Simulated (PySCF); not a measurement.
Two species compared at the same levels of theory.

First species: C2H8F2SSi2.
SMILES: `F[C@@H](C[SiH3])[Si@@H](F)S`

Second species: C2H8OSi2.
Cartesian coordinates in Å at the GFN2-xTB level; atoms count from 1:
```xyz
13
C2H8OSi2 angstrom
Si     2.039    1.039    0.296
O      0.748    0.174    0.732
C     -0.098   -0.634   -0.015
C     -1.352   -1.120    0.713
Si    -1.719    0.069   -0.702
H      2.366    1.641    1.578
H      1.704    2.025   -0.739
H      3.104    0.183   -0.239
H      0.449   -1.393   -0.570
H     -1.440   -0.765    1.730
H     -1.564   -2.177    0.637
H     -2.035    1.442   -0.367
H     -2.207   -0.484   -1.951
```

Levels: PBE0/def2-SVPD for dipole moment, HOMO energy, LUMO energy, HOMO–LUMO gap, static isotropic polarisability and electronic spatial extent ⟨r²⟩ about the centre of nuclear charge; TDDFT PBE0/def2-SVPD for lowest singlet excitation; TDA PBE0/def2-SVPD for lowest triplet excitation (Tamm–Dancoff); GFN2-xTB for rotational constant A and rotational constant C. Geometries: GFN2-xTB. Each species is one conformer at its optimised geometry, gas phase, non-relativistic unless stated; the electronic structure was computed with PySCF and density fitting.

The conformers computed, where there is a choice (atom-mapped SMILES and torsion angles):
- `[F:1][C@@H:2]([CH2:3][SiH3:4])[Si@@H:5]([F:6])[SH:7]`: F1–C2–C3–Si4 52°, F1–C2–Si5–F6 86°, H–S7–Si5–C2 -153°
- `[SiH3:1][O:2][C@H:3]1[CH2:4][SiH2:5]1`: Si1–O2–C3–C4 -171°

Values for the first species:

```
Dipole moment                                                     : 1.42 D
HOMO energy                                                       : -7.90 eV
LUMO energy                                                       : -0.39 eV
HOMO–LUMO gap                                                     : 7.51 eV
Lowest singlet excitation                                         : 6.16 eV
Lowest triplet excitation (Tamm–Dancoff)                          : 5.73 eV
Static isotropic polarisability                                   : 96.2 au
Electronic spatial extent ⟨r²⟩ about the centre of nuclear charge : 1572 bohr²
Rotational constant A                                             : 1.848 GHz
Rotational constant C                                             : 0.721 GHz
```

(1) Estimate the same properties for the second species, and the change in each.

Results:

(1) 
```tsv
property	first	second	second less first
dipole moment	1.42 D	0.92 D	-0.50 D
HOMO energy	-7.90 eV	-6.52 eV	+1.38 eV
LUMO energy	-0.39 eV	0.03 eV	+0.42 eV
HOMO–LUMO gap	7.51 eV	6.55 eV	-0.96 eV
lowest singlet excitation	6.16 eV	5.49 eV	-0.67 eV
lowest triplet excitation (Tamm–Dancoff)	5.73 eV	4.46 eV	-1.27 eV
static isotropic polarisability	96.2 au	82.1 au	-14.1 au
electronic spatial extent ⟨r²⟩ about the centre of nuclear charge	1572 bohr²	867 bohr²	-705 bohr²
rotational constant A	1.848 GHz	7.711 GHz	+5.863 GHz
rotational constant C	0.721 GHz	1.424 GHz	+0.703 GHz
```

On the first: No computed singlet falls in the visible range (750 to 380 nm, 1.65 to 3.26 eV); S1 lies 2.90 eV above its blue end. The vertical singlet–triplet gap S1 − T1 is 0.43 eV (TDDFT singlet less Tamm–Dancoff triplet; S1: HOMO→LUMO, weight 0.89; T1: HOMO→LUMO, weight 0.81).

On the second: The principal polarisabilities are 70.6, 80.0 and 95.7 au; their mean is the isotropic value. No computed singlet falls in the visible range (750 to 380 nm, 1.65 to 3.26 eV); S1 lies 2.23 eV above its blue end.
